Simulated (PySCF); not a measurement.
**C⁺: ionisation energy**

C⁺ [He] 2s2 2p1 (2P) → C²⁺ [He] 2s2 (1S), as a difference of total energies. Computed with PySCF 2.14 in x2c-SVPall, with the spin-free X2C one-electron Hamiltonian (Gaussian nucleus). Correlated levels: valence: 1s2 frozen. The calculations carry no spin-orbit coupling.

```csv
method,ionisation energy (eV),error (eV)
UHF,24.304,-0.074
LDA,24.887,+0.509
PBE,24.998,+0.620
MP2 (valence),24.351,-0.027
SCS-MP2 (valence),24.305,-0.073
CCSD (valence),24.129,-0.249
CCSD(T) (valence),24.149,-0.229
```

Reference: 24.378 eV (measured; NIST levels, between the centres of gravity of the two terms).

Errors of the correlated levels include the incompleteness of this basis and the frozen core.

The coupled-cluster amplitudes are large for C²⁺ (T1 above 0.03 or a double amplitude above 0.15), so a single reference is strained.
